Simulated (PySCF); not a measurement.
## Identify the compound

An unknown has the formula C$_{5}$H$_{9}$N$_{2}$P. Its calculated NMR data are:

1H NMR (400 MHz, computed): δ 6.77 (m, 2H), 6.10 (m, 2H), 2.96 (m, 3H), 1.45 (br s, 1H), -0.14 (br s, 1H).

13C{1H} NMR (computed): δ 144.5 (CH), 137.6 (CH), 32.6 (CH3).

How the numbers were obtained: GFN2-xTB structure, PBE0/pcSseg-1 with gauge-including orbitals, in PySCF (in vacuum, single conformer, non-relativistic Hamiltonian, rapidly exchanging positions averaged).

Referencing at the same level of theory: 1H (31.72 ppm), 13C (186.93 ppm) vs TMS.

Which of these isomers gave the spectra?
A. CCn1cpc(C)n1
B. Cc1nn(C)c(C)p1
C. CNP1(=N)C=CC=C1

Answers

C. 

3 carbon signals for 5 carbons: some carbons are equivalent by symmetry or fast rotation. Carbon types of the structure: 4 × CH, 1 × CH3, leaving 2 H on heteroatoms. δC 144.5, 137.6: alkene CH; as expected for a trigonal carbon in a double bond. δC 32.6: methyl carbon bonded to N; the inductive effect lowers its shielding. δH 6.77, 6.10: hydrogen on an alkene CH; a vinylic proton, deshielded by the sp2 carbon and the C=C anisotropy. δH 2.96: hydrogen on a methyl carbon bonded to N; its carbon carries N, hence the downfield position. δH 1.45: hydrogen on a nitrogen bonded to C, P; exchangeable, gas-phase position.

The others: CCn1cpc(C)n1 would give 5 carbon signals, not 3; Cc1nn(C)c(C)p1 would give 5 carbon signals, not 3.

The OH or NH signal is concentration- and solvent-dependent in practice; the value given is the gas-phase one. Splittings by 31P in the carbon and heteronuclear signals aren't shown, as no couplings were computed. Shifts are as computed. Against solution values, carbons near 30 ppm lie about +3 ppm off and those near 130 ppm about +5 ppm. Of 1211 compounds with measured shifts, 218 miss one by over three times the rms of a fit or turn the order of signals round; such compounds aren't used in these exercises. No couplings were computed; multiplicities are counted from neighbouring protons, with m where these are inequivalent, close in shift, in a saturated or five-membered ring or joined by F or P, and br s for small geminal =CH2 splittings.
